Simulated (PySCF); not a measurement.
Atomic charges by several schemes

Species: C₇H₁₄Si₂.
Geometry (GFN2-xTB, Å), atoms numbered from 1 in this order:
```
atom  x, y, z in Å
C1    -2.9765   -0.2271   -2.1951
C2    -2.3524   -0.1418   -1.1757
C3    -1.5884   -0.0333    0.0422
C4    -2.4383   -0.5103    1.2168
C5    -0.2670   -0.8433   -0.1043
Si6    0.9654    0.5630   -0.5552
C7     2.5913    0.5482    0.4465
C8     3.4735   -0.6515    0.1230
Si9   -0.8732    1.7818    0.1804
H10   -3.5291   -0.3080   -3.0832
H11   -1.8884   -0.4007    2.1504
H12   -2.7114   -1.5591    1.0965
H13   -3.3551    0.0729    1.2860
H14   -0.0201   -1.3101    0.8509
H15   -0.3688   -1.6505   -0.8292
H16    1.3181    0.5542   -1.9869
H17    2.3717    0.5525    1.5150
H18    3.1461    1.4646    0.2422
H19    4.3913   -0.6307    0.7090
H20    3.7445   -0.6548   -0.9302
H21    2.9520   -1.5804    0.3418
H22   -0.9581    2.2527    1.5710
H23   -1.6317    2.7385   -0.6289
```

Density: PBE0/pcSseg-1 (PySCF); schemes: Mulliken, IAO, Hirshfeld and ESP-fitted. Isolated species at its GFN2-xTB geometry (one conformer only).

**Question.** What partial charge does each atom carry?

**Answer.** In e:

```
atom                  environment  Mulliken     IAO  Hirshfeld  ESP-fitted
  C1       terminal alkyne carbon    -0.443  -0.278     -0.133      -0.449
  C2                alkyne carbon    +0.501  -0.028     -0.038      -0.078
  C3  sp3 carbon bound to silicon    -0.804  -0.203     -0.047      +0.385
  C4                methyl carbon    -0.129  -0.400     -0.117      -0.596
  C5  sp3 carbon bound to silicon    -0.371  -0.525     -0.160      -0.328
 Si6                  SiH silicon    +0.497  +0.610     +0.281      +0.130
  C7  sp3 carbon bound to silicon    -0.552  -0.519     -0.156      +0.075
  C8                methyl carbon    -0.292  -0.409     -0.116      -0.164
 Si9                 SiH2 silicon    +0.417  +0.425     +0.237      +0.053
 H10              alkyne hydrogen    +0.032  +0.197     +0.086      +0.301
 H11              methyl hydrogen    +0.109  +0.134     +0.038      +0.144
 H12              methyl hydrogen    +0.118  +0.143     +0.040      +0.148
 H13              methyl hydrogen    +0.123  +0.146     +0.041      +0.173
 H14           methylene hydrogen    +0.136  +0.142     +0.039      +0.113
 H15           methylene hydrogen    +0.151  +0.156     +0.036      +0.103
 H16                Si–H hydrogen    -0.033  -0.104     -0.076      -0.055
 H17           methylene hydrogen    +0.139  +0.143     +0.036      -0.009
 H18           methylene hydrogen    +0.142  +0.147     +0.038       0.000
 H19              methyl hydrogen    +0.121  +0.143     +0.042      +0.039
 H20              methyl hydrogen    +0.119  +0.139     +0.040      +0.048
 H21              methyl hydrogen    +0.116  +0.137     +0.039      +0.041
 H22                Si–H hydrogen    -0.055  -0.102     -0.074      -0.043
 H23                Si–H hydrogen    -0.041  -0.092     -0.075      -0.030
```

Mean size of the charges over all atoms: Mulliken 0.237 e, IAO 0.231 e, ESP-fitted 0.152 e, Hirshfeld 0.086 e. Each set sums to the total charge, 0, to within 0.001 e. The ESP scheme is a least-squares fit of atom-centred charges to the potential on four shells outside the van der Waals surface, with the total charge fixed. The IAO scheme projects the occupied orbitals on a minimal set of polarised atomic orbitals and counts the electrons in each atom's part of it.

Lowest charge. The schemes don't all agree: Mulliken C3 (-0.804); IAO C5 (-0.525); Hirshfeld C5 (-0.160); ESP-fitted C4 (-0.596).

Highest charge. The schemes don't all agree: Mulliken C2 (+0.501); IAO Si6 (+0.610); Hirshfeld Si6 (+0.281); ESP-fitted C3 (+0.385).

**Question.** How many electrons does the IAO scheme count on C7?

**Answer.** Z − q = 6 − (-0.519) = 6.519.

**Question.** How closely do the schemes follow one another over all atoms?

**Answer.** Correlation coefficient and root-mean-square difference: IAO with Hirshfeld 0.96, 0.180 e; Mulliken with IAO 0.80, 0.190 e; Mulliken with Hirshfeld 0.73, 0.243 e; IAO with ESP-fitted 0.56, 0.241 e; Hirshfeld with ESP-fitted 0.54, 0.182 e; Mulliken with ESP-fitted 0.17, 0.348 e.

**Question.** Sum the charges by element.

**Answer.** 
| element | atoms | Mulliken | IAO | Hirshfeld | ESP-fitted |
| --- | --- | --- | --- | --- | --- |
| C | 7 | -2.091 | -2.363 | -0.765 | -1.156 |
| Si | 2 | +0.914 | +1.034 | +0.518 | +0.184 |
| H | 14 | +1.177 | +1.329 | +0.248 | +0.973 |
